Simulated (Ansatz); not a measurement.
A structure relaxed at PBE0-D4/def2-SVP in Ansatz, charge 0, singlet:

```csv
atom,x (Å),y (Å),z (Å)
Li1,0.0922,-2.7692,0.1090
F2,-1.6480,-2.3232,0.2773
Li3,-1.5316,-1.8044,-1.4470
F4,0.1812,-2.3378,-1.6408
Li5,1.3641,-1.1384,-2.1296
F6,2.6296,-0.5356,-0.9935
Li7,2.4958,-0.9870,0.6962
F8,1.2998,-2.2170,1.2548
Li9,0.8076,-0.9751,2.4677
F10,2.0666,0.2174,1.9693
F11,-0.8704,-0.5095,2.6780
Li12,-2.0705,-1.1104,1.4721
F13,-2.6285,0.5376,0.9936
Li14,-1.3628,1.1377,2.1309
Li15,-2.4961,0.9883,-0.6964
F16,-2.0671,-0.2173,-1.9682
Li17,-0.8076,0.9742,-2.4677
F18,0.8702,0.5080,-2.6786
Li19,2.0700,1.1111,-1.4737
F20,-1.2995,2.2174,-1.2561
Li21,1.5319,1.8043,1.4469
F22,-0.1807,2.3378,1.6417
Li23,-0.0932,2.7685,-0.1082
F24,1.6469,2.3224,-0.2777
```

Question: Give its formula and point group.

Answer: Li12F12 (started as a model of: (LiF)12 cage of four- and six-membered rings). Point group Th (tolerance 0.1 Å).

Question: Summarise the bond lengths by kind (pairs closer than 1.2 times the sum of covalent radii, bridged metal pairs left out).

Answer: 36 × F–Li 1.75 to 1.80 Å.
